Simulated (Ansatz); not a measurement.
A nudged elastic band was laid between two geometries of CH$_{4}$O$_{2}$Si (8 atoms, charge 0, multiplicity 1).

Theory: RKS PBE0/def2-SVP (Ansatz 0.2.0).

* movable images: 5
* climbing image: yes
* spring: 5.0 eV/Å²
* optimiser: quadratic models (default)
* start path: through a guess of the saddle point
* force threshold: 0.03 eV/Å
* iteration limit: 60
* end points: relaxed

Initial state:

```xyz
8
Properties=species:S:1:pos:R:3
C -0.593 1.121 -0.241
O 0.014 -0.142 -0.186
Si 0.779 -0.811 1.151
O 1.223 -2.261 0.473
H -0.119 1.734 -1.025
H -0.518 1.671 0.715
H -1.661 1.017 -0.493
H 0.968 -2.385 -0.451
```

Final state:

```xyz
8
Properties=species:S:1:pos:R:3
C -0.646 1.106 -0.149
O -0.122 -0.180 0.041
Si 1.492 -0.620 -0.104
O 1.338 -2.230 0.276
H 0.132 1.848 -0.409
H -1.151 1.448 0.769
H -1.392 1.096 -0.961
H 0.440 -2.524 0.482
```

Question: What changes between the two ends?

Answer: No bond is made or broken. The dihedral H5–C1–O2–Si3 goes from 121 to -1°. The two ends are copies of one structure, up to a mirror image or an exchange of like atoms.

Question: Give the energies along the band, and the barrier.

Answer: The forces met the threshold. The highest image is number 3 of 0 to 6, 0.037 eV above the ends, which have the same energy within 2 meV. A vibrational analysis at the climbing image gives one clearly imaginary mode, 122i cm⁻¹: a first-order saddle point.

```json
{"image": "0", "path coordinate (Å)": "0.00", "energy (eV)": "0.000", "dihedral H5–C1–O2–Si3 (°)": "121"}
{"image": "1", "path coordinate (Å)": "0.38", "energy (eV)": "0.009", "dihedral H5–C1–O2–Si3 (°)": "102"}
{"image": "2", "path coordinate (Å)": "0.76", "energy (eV)": "0.028", "dihedral H5–C1–O2–Si3 (°)": "82"}
{"image": "3", "path coordinate (Å)": "1.14", "energy (eV)": "0.037", "dihedral H5–C1–O2–Si3 (°)": "61"}
{"image": "4", "path coordinate (Å)": "1.53", "energy (eV)": "0.027", "dihedral H5–C1–O2–Si3 (°)": "39"}
{"image": "5", "path coordinate (Å)": "1.92", "energy (eV)": "0.009", "dihedral H5–C1–O2–Si3 (°)": "18"}
{"image": "6", "path coordinate (Å)": "2.31", "energy (eV)": "0.000", "dihedral H5–C1–O2–Si3 (°)": "-1"}
```

Question: What is the geometry of the highest image?

Answer: 
```xyz
8
Properties=species:S:1:pos:R:3:forces:R:3
C -0.642 1.094 -0.227 0.01 0.01 0.00
O -0.056 -0.172 -0.087 0.00 -0.02 0.00
Si 1.323 -0.589 0.777 0.00 0.00 0.00
O 1.323 -2.216 0.436 -0.01 0.02 -0.01
H 0.043 1.818 -0.704 0.00 0.00 0.00
H -0.959 1.515 0.743 0.00 0.00 0.00
H -1.535 1.005 -0.864 0.00 0.00 0.00
H 0.595 -2.511 -0.130 0.01 -0.01 0.01
```

Question: What are the harmonic wavenumbers there?

Answer: 122i, 150, 181, 324, 541, 709, 815, 895, 1163, 1175, 1218, 1472, 1475, 1480, 3026, 3110, 3140, 3838 cm⁻¹.

Time of the run: 2.2 min on 1 thread of Arm Neoverse V1 (shared host), peak memory 0.15 GiB.
